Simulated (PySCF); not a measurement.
Dipole moment (D) of eight silicon and germanium compounds: PBE beside ωB97X, computed with PySCF for isolated molecules in the bases named; differences from unrounded values. The eight are the first of their class met in an unordered collection, after screening for sound electronic states; none was chosen by its value, except that the dipole had to exceed 0.05 D. Each molecule has one DFT geometry for both levels.

```tsv
molecule	basis	ωB97X	PBE	difference
GeCl₂, SMILES [Cl][Ge][Cl] (connectivity only; charge and spin as stated), neutral, multiplicity 1	def2-TZVPD	2.08	1.84	-0.23
Ge(H)2(vinyl)2 (C4H8Ge), SMILES C=[CH][GeH2][CH]=C	def2-TZVP	0.58	0.60	0.02
Si(F)2(Et)(NH2) (C2H7F2NSi), SMILES CC[Si](N)(F)F	def2-TZVP	2.72	2.62	-0.09
C2H7FSi2, SMILES C(/[SiH2]F)=C/[SiH3]	def2-TZVP	1.99	1.90	-0.09
FH₆NOSi₂, SMILES [SiH3]N[Si@H](O)F	def2-TZVP	2.90	2.73	-0.16
C₃H₇NOSi, SMILES N#CCCO[SiH3]	def2-TZVP	3.55	3.47	-0.07
Si(H)2(OAc)(OH) (C₂H₆O₃Si), SMILES CC(=O)O[SiH2]O	def2-TZVP	2.67	2.61	-0.07
C₃H₅ClGeO, SMILES C=[C](Cl)[GeH2][CH]=O	def2-TZVP	2.39	1.95	-0.44
```

PBE lies below ωB97X in 7 and above it in 1 of the eight; the mean signed difference is -0.14 and the largest -0.44 D.
